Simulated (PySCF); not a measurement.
C4H2BrCl, SMILES C#C/C(Br)=C\Cl.

Coordinates come from a ωB97X-D3(BJ)/def2-SVP optimisation. The structure was generated by enumeration; whether it is a known compound was not checked.

All values below come from SMD-B3LYP/6-31G* (PySCF).

Solvation free energies are E(SMD) − E(gas) at the gas-phase geometry, for 1 M in both phases. Bromine has the revised SMD18 radius of 2.60 Å. In vacuum the dipole moment is 0.40 D.

Computed solvation free energies in water, 1-octanol, tetrahydrofuran:
```json
[
 {"solvent": "water", "ΔG(solv) (kcal/mol)": "-0.6", "its non-electrostatic (CDS) part": "3.6", "dipole (D)": "0.38"},
 {"solvent": "1-octanol", "ΔG(solv) (kcal/mol)": "-4.0", "its non-electrostatic (CDS) part": "-0.4", "dipole (D)": "0.40"},
 {"solvent": "tetrahydrofuran", "ΔG(solv) (kcal/mol)": "-4.6", "its non-electrostatic (CDS) part": "-1.2", "dipole (D)": "0.41"}
]
```
